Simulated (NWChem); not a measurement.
System meant: SiNH₄OBr; SMILES N[SiH](O)Br

Here is an NWChem input.

```
start job
memory heap 200 mb stack 900 mb global 1100 mb
geometry units angstroms noautosym nocenter noautoz
  Si    -0.044854    -1.026930    -0.390548
  N      1.314945    -1.742614     0.334939
  O     -1.382053    -1.550152     0.427089
  Br    -0.133129     1.229316    -0.289988
  H     -0.020936    -1.345873    -1.837831
  H      2.189795    -1.823437    -0.168915
  H      1.447801    -1.726187     1.339681
  H     -2.094662    -0.908710     0.508565
end
basis spherical
  * library 6-31g*
end
dft
  xc m06-2x
  iterations 150
end
property
  shielding
end
task dft property
```

End of the output:

```
 Vector   37  Occ=0.000000D+00  E= 8.977595D-02
              MO Center=  1.8D-01, -1.5D+00,  1.8D-01, r^2= 5.4D+00
   Bfn.  Coefficient  Atom+Function         Bfn.  Coefficient  Atom+Function
  ----- ------------  ---------------      ----- ------------  ---------------
    24      1.168494  2 N  s                 12      0.780360  1 Si py
    38      0.617271  3 O  s                 86     -0.584238  8 H  s
    82     -0.491981  6 H  s                 13     -0.449908  1 Si pz
    60     -0.448987  4 Br s                 84     -0.406749  7 H  s
    10     -0.319902  1 Si s                 11     -0.284784  1 Si px

 center of mass
 --------------
 x =  -0.18711445 y =   0.19261962 z =  -0.30278014

 moments of inertia (a.u.)
 ------------------
         914.570918054747          45.616498848772           5.009952697265
          45.616498848772         298.354176488855         120.368229983626
           5.009952697265         120.368229983626        1089.116331722182

     Multipole analysis of the density
     ---------------------------------

     L   x y z        total         alpha         beta         nuclear
     -   - - -        -----         -----         ----         -------
     0   0 0 0     -0.000000    -34.000000    -34.000000     68.000000

     1   1 0 0      0.360849      5.487986      5.487986    -10.615124
     1   0 1 0     -0.361411      1.477228      1.477228     -3.315866
     1   0 0 1      0.140607      9.532603      9.532603    -18.924599

     2   2 0 0    -27.135215    -83.760423    -83.760423    140.385632
     2   1 1 0     -3.143080     13.685143     13.685143    -30.513365
     2   1 0 1      0.240515     -0.772982     -0.772982      1.786479
     2   0 2 0    -36.788575   -227.443114   -227.443114    418.097652
     2   0 1 1      0.649245     29.317055     29.317055    -57.984865
     2   0 0 2    -31.596824    -38.622356    -38.622356     45.647888

          -----------------------------------------
          Chemical Shielding Tensors (GIAO, in ppm)
          -----------------------------------------

 ------------------------------------------------------------------------
  xm06: d2 not coded                    0
 ------------------------------------------------------------------------
 ------------------------------------------------------------------------
  current input line :
    23: task dft property
 ------------------------------------------------------------------------
 ------------------------------------------------------------------------
 This error has not yet been assigned to a category
 ------------------------------------------------------------------------
 For more information see the NWChem manual at https://nwchemgit.github.io

0: xm06: d2 not coded:Received an Error in Communication
```

Question: Can this run be used? If not, why, and what is the fix?

Answer: The run crashed. Cause: this functional's second derivatives, which shieldings need, aren't coded here; the fix takes a hybrid GGA instead. This input runs:
```
start job
memory heap 200 mb stack 900 mb global 1100 mb
geometry units angstroms noautosym nocenter noautoz
  Si    -0.044854    -1.026930    -0.390548
  N      1.314945    -1.742614     0.334939
  O     -1.382053    -1.550152     0.427089
  Br    -0.133129     1.229316    -0.289988
  H     -0.020936    -1.345873    -1.837831
  H      2.189795    -1.823437    -0.168915
  H      1.447801    -1.726187     1.339681
  H     -2.094662    -0.908710     0.508565
end
basis spherical
  Si library 6-31g*
  N library 6-31g*
  O library 6-31g*
  Br library 6-31g*
  H library 6-31g*
end
dft
  xc pbe0
  iterations 150
end
property
  shielding
end
task dft property
```
It converges to -2995.25289 Ha (PBE0/6-31G* (spherical d), GIAO).
